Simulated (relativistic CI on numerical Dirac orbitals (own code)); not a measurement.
Computed by Dirac-Coulomb-Breit CI, separate exchange-only KLI orbitals for each configuration, model QED, unscaled Slater integrals (own radial code, finite nucleus).

CI space (outside the closed core [Ne]): 3s2.3p4, 3s.3p5, 3s2.3p3.3d, 3p6, 3s.3p4.3d, 3p5.3d, 3s.3p3.3d2, 3s2.3p2.3d.4p, 3p5.4s, 3s.3p3.3d.4s, 3p5.4p, 3s2.3p3.4s, 3s2.3p3.4p, 3p4.3d.4p, 3s2.3p3.4d, 3s.3p4.4s, 3s2.3p3.4f, 3s.3p4.4p, 3s.3p4.4d, 3s.3p4.4f, 3s2.3p3.5s, 3s2.3p3.5p, 3s2.3p2.4s.4p, 3s2.3p3.5d, 3s2.3p3.5f, 3s2.3p3.5g, 3s.3p3.4s2, 3s.3p4.5s, 3s2.3p2.3d2, 3s2.3p.3d3, 3s.3p2.3d3, 3s2.3p.3d2.4s, 3s2.3p.3d2.4p, 3s2.3p.3d2.4d, 3p4.3d2, 3p3.3d3, 3p3.3d2.4s, 3p3.3d2.4p, 3p3.3d2.4d, 3s2.3p2.3d.4s, 3s.3p2.3d2.4s, 3s2.3p.3d.4s2, 3s2.3p.3d.4s.4p, 3s2.3p.3d.4s.4d, 3p4.3d.4s, 3p3.3d.4s2, 3p3.3d.4s.4p, 3p3.3d.4s.4d, 3s2.3p2.4s2, 3s.3p2.3d.4s2, 3s2.3p.4s2.4p, 3s2.3p.4s2.4d, 3s2.3p2.4p2, 3s2.3p.3d.4p2, 3s.3p2.3d.4p2, 3s2.3p.4s.4p2, 3s2.3p.4p3, 3s2.3p.4p2.4d, 3s.3p3.4s.4p, 3s.3p2.3d.4s.4p, 3s.3p2.4s2.4p, 3s.3p2.4s.4p2, 3s.3p2.4s.4p.4d. Double excitations out of closed p, d and f shells are left out; levels of such configurations are missing from the list, as are those of other unlisted configurations, and high levels can miss mixing partners. These lack a partner that the ground configuration has and come out too high: 3s2.3p3.4f, 3s.3p4.4p, 3s.3p4.4d, 3s.3p4.4f, 3s2.3p3.5s.

At this charge energies of transitions that change n are usually good to better than 1 %, and those within a shell (Δn = 0) to a few per cent.

Outline of the computed level scheme of Ba XLI. Lowest level of each configuration: 3s2.3p4 3P_2 at 0.000 eV; 3s2.3p3.3d 3F°_2 at 163.194 eV; 3s.3p5 3P°_2 at 215.722 eV; 3s2.3p2.3d2 3F_2 at 332.419 eV; 3s.3p4.3d 5D_3 at 352.233 eV.

Some strong electric-dipole decays among the lowest 45 levels: 3s2.3p3.3d 3S°_1 → 3s2.3p4 3P_2 (8.4e+11 s⁻¹); 3s2.3p3.3d 3P°_2 → 3s2.3p4 3P_2 (8.2e+11 s⁻¹); 3s2.3p3.3d 3D°_3 → 3s2.3p4 3P_2 (6.9e+11 s⁻¹); 3s2.3p3.3d 1P°_1 → 3s2.3p4 1S_0 (6.8e+11 s⁻¹); 3s.3p5 1P°_1 → 3s2.3p4 1D_2 (5.5e+11 s⁻¹); 3s2.3p3.3d 1D°_2 → 3s2.3p4 3P_1 (2.6e+11 s⁻¹); 3s.3p5 3P°_0 → 3s2.3p4 3P_1 (2.2e+11 s⁻¹); 3s2.3p3.3d 1D°_2 → 3s2.3p4 1D_2 (2.0e+11 s⁻¹).

LS names give the leading component of a level, which can be under half, so a name can repeat, a term be missing and a line seem to break the LS rules.
